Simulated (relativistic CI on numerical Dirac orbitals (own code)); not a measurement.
**Hyperfine structure of Cs4+, mass number 133**

Calculated at this level of theory: Dirac-Coulomb-Breit CI, separate exchange-only KLI orbitals for each configuration, QED by a radiative potential, valence Slater integrals scaled by 0.85, P86 correlation energy added to each configuration (own radial code, finite nucleus).

Configurations in the expansion (outside the closed core [Kr] 4d10): 5s²5p³, 5s5p⁴, 5s²5p²5d, 5p⁵, 5s5p³5d, 5s²5p²4f, 5s²5p²5f, 5s²5p²6s, 5s²5p²5g, 5s²5p²6p, 5s²5p4f5d, 5s5p³5f, 5s²5p5d², 5s²5d³, 5s5p5d³, 5s²4f5d², 5s²5d²5f, 5s²5d²6s. Double excitations out of closed p, d and f shells are left out; levels of such configurations are missing from the list, as are those of other unlisted configurations, and high levels can miss mixing partners. These lack a partner that the ground configuration has and come out too high: 5s²5p²5g, 5s²5p²6p, 5s5p³5f.

Nuclear spin I = 7/2, μ = 2.5778 μN, Q = -0.0034 b (tables of Stone and Pyykkö). The electronic factors are computed for point nuclear moments, without core polarisation; leaving it out makes A of s and p electrons in near-neutral atoms 20 to 40 % too small, and it can dominate for d and f shells.

```json
{"Level": "5s²5p³ ²D°3/2", "E (eV)": "1.8555", "A (MHz)": "636", "B (MHz)": "-10"}
{"Level": "5s²5p³ ²D°5/2", "E (eV)": "2.5128", "A (MHz)": "2778", "B (MHz)": "0.221"}
{"Level": "5s²5p³ ²P°1/2", "E (eV)": "3.8649", "A (MHz)": "8613", "B (MHz)": ""}
{"Level": "5s²5p³ ²P°3/2", "E (eV)": "5.1278", "A (MHz)": "1401", "B (MHz)": "12.4"}
{"Level": "5s5p⁴ ⁴P5/2", "E (eV)": "14.7432", "A (MHz)": "7365", "B (MHz)": "-9.74"}
{"Level": "5s5p⁴ ⁴P3/2", "E (eV)": "15.8782", "A (MHz)": "5643", "B (MHz)": "8.73"}
{"Level": "5s5p⁴ ⁴P1/2", "E (eV)": "16.2116", "A (MHz)": "17600", "B (MHz)": ""}
{"Level": "5s5p⁴ ²D3/2", "E (eV)": "18.2695", "A (MHz)": "-1732", "B (MHz)": "13.3"}
```

Levels with J = 0, under 50 % of one LS term, or S terms without an open s electron are left out. Small factors come from cancelling terms and can be off by tens of per cent or more.

At this charge configurations can still be misplaced by up to about 7 % of their energy. Levels and lines within the n = 5 or 6 shells can be off by up to 10 % or somewhat more, and those that change n by about 2 %, since core polarisation is missing. 19 of the 44 excited levels that our extract of the measured tables holds in this range could be paired (the sources list more); they are missed by 7619 cm⁻¹ on average and 12716 at most, and levels without a partner can miss by more. The lowest levels of unpaired configurations miss by +5010 (5s 5p4). Levels that differ in their count of f electrons can be misplaced by several ten thousand cm⁻¹, since the correlation energy of f electrons is missing or only estimated; rates across such gaps can be off by orders of magnitude.

Problem. Give the hyperfine levels of 5s²5p³ ²P°1/2 relative to its centre of gravity.

Solution. With K = F(F + 1) − I(I + 1) − J(J + 1), E = AK/2: F = 3: -19380, F = 4: 15070 MHz.

LS names give the leading component of a level, which can be under half, so a name can repeat, a term be missing and a line seem to break the LS rules.
